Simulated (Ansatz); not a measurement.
Ansatz (an electronic-structure program) input:

Ansatz 0.2 input:
```yaml
crystal:
  periodic: [false, false, false]
  atoms:
    - {symbol: C, position_ang: [-1.60290724, -0.85383308, -0.39475235]}
    - {symbol: C, position_ang: [-0.49790432, 0.02053633, 0.19955438]}
    - {symbol: C, position_ang: [-0.51059676, 1.43062084, -0.42244917]}
    - {symbol: C, position_ang: [0.82548031, -0.64202517, 0.04840273]}
    - {symbol: O, position_ang: [1.85358337, -0.04552093, 0.73675744]}
    - {symbol: H, position_ang: [-2.57832842, -0.38040495, -0.27186482]}
    - {symbol: H, position_ang: [-1.63475624, -1.83359224, 0.08399967]}
    - {symbol: H, position_ang: [-1.44220677, -1.00618714, -1.46556411]}
    - {symbol: H, position_ang: [-0.68394777, 0.13624891, 1.27452571]}
    - {symbol: H, position_ang: [-0.36855768, 1.37354274, -1.50469282]}
    - {symbol: H, position_ang: [0.28773657, 2.04449637, -0.00550230]}
    - {symbol: H, position_ang: [-1.46418607, 1.92879510, -0.23152550]}
    - {symbol: H, position_ang: [1.08620041, -1.15186339, -0.87602853]}
    - {symbol: H, position_ang: [2.68494703, -0.47866128, 0.51805944]}
basis:
  gaussian:
    orbitals: def2-TZVP
hamiltonian:
  xc: b3lyp
  dispersion: d3bj
magnetization: {spin_polarized: true, initial_magnetization: 1}
phonons: {temperatures: {t_min: 298.15, t_max: 298.15, t_step: 100}}
```

Which total energy does the run end on?

-233.12361 Eh (B3LYP-D3(BJ)/def2-TZVP). The basis has 209 functions.

It need not be the lowest isomer of its formula.
